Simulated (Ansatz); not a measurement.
Reaction R1 → P1 + P2, each structure at its B3LYP-D3(BJ)/def2-TZVP stationary point, reached from a drawn start (curvature not checked).
P1, C2H4 (SMILES C=C) (charge 0, multiplicity 1):
```xyz
6

C      0.00000     0.00000     0.66231
C      0.00000     0.00000    -0.66231
H      0.00000     0.92156     1.23180
H      0.00000    -0.92156     1.23180
H      0.00000     0.92156    -1.23180
H      0.00000    -0.92156    -1.23180
```
P2: H atom, charge 0, multiplicity 2.
R1, C2H5 (SMILES [CH2]C) (charge 0, multiplicity 2):
```xyz
7

C     -0.03376    -0.61934     0.00000
C     -0.00822     0.86355     0.00000
H      0.98108    -1.04638     0.00000
H     -0.53491    -1.01748     0.88543
H     -0.53491    -1.01748    -0.88543
H      0.06536     1.41855     0.92491
H      0.06536     1.41855    -0.92491
```

P less R. No zero-point or thermal terms; singlets are restricted closed shells; open shells are unrestricted.

Frozen-core correlation throughout.

The values were computed with Ansatz (Gaussian basis) for Hartree–Fock, density functionals and correlated methods. Each number belongs to the level named beside it.

Total energies in hartree:

```csv
structure,PBE/def2-TZVPP,B3LYP/def2-TZVPP,CCSD(T)/cc-pVTZ
P1,-78.501586,-78.625354,-78.438631
P2,-0.499616,-0.502154,-0.499810
R1,-79.065860,-79.194478,-79.002448
```

Question: Work out the reaction energy at each level in kcal/mol (1 hartree = 627.50947 kcal/mol), and say how far PBE/def2-TZVPP lies from CCSD(T)/cc-pVTZ.

Answer: 
- PBE/def2-TZVPP: (-78.501586) + (-0.499616) − (-79.065860) = 0.064658 hartree = 40.57 kcal/mol
- B3LYP/def2-TZVPP: (-78.625354) + (-0.502154) − (-79.194478) = 0.066970 hartree = 42.02 kcal/mol
- CCSD(T)/cc-pVTZ: (-78.438631) + (-0.499810) − (-79.002448) = 0.064007 hartree = 40.16 kcal/mol
PBE/def2-TZVPP less CCSD(T)/cc-pVTZ: 0.41 kcal/mol. CCSD(T)/cc-pVTZ is the level counted from, the highest shown, and no exact or measured value.

Ansatz is a first-principles code.
